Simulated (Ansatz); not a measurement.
Reaction (ligand exchange at the Nb–F bond): `[O]=[Nb]([OH])([F])[F]` + NH₃ → `[NH2][Nb](=[O])([OH])[F]` + H–F

Computed with Ansatz on PBE0-D4/def2-TZVP structures; ΔE is electronic, products minus reactants. CBS: MP2 limit from def2 TZ/QZ plus the TZ coupled-cluster correction, frozen cores. This one scheme is used for every species. DFT in def2-TZVPP. Elements past krypton have def2 core potentials. For Nb outer-core shells are correlated without core-valence functions, which leaves a few kJ/mol of doubt a bond. One conformer a species, not always the lowest.

```tsv
species	CAM-B3LYP-D4 energy (Eh)
`[O]=[Nb]([OH])([F])[F]`	-408.02341
NH₃	-56.55787
`[NH2][Nb](=[O])([OH])[F]`	-364.08154
H–F	-100.46752
```

Task: Work out ΔE.

Result: ΔE = (-364.08154) + (-100.46752) − (-408.02341) − (-56.55787) = 0.03222 Eh = +84.6 kJ/mol. CCSD(T)/CBS gives +70.9 kJ/mol.

Largest T1 diagnostic among the species: 0.022, so the coupled-cluster value is less sure than usual.

Leaving LDA and LC-ωPBE aside and taking each functional with its dispersion term where it has one, the values, not all of them listed here, spread over 16.4 kJ/mol, from PBE-QIDH to B97M-V. LDA lies −10.1 kJ/mol from PBE without D4. From BLYP to BHLYP (50 % exact exchange), in def2-TZVPP and without D4, ΔE moves by −6.2 kJ/mol. At CCSD(T), def2-SVP lies +10.8 kJ/mol from the extrapolated value and def2-TZVPP +2.6 kJ/mol.
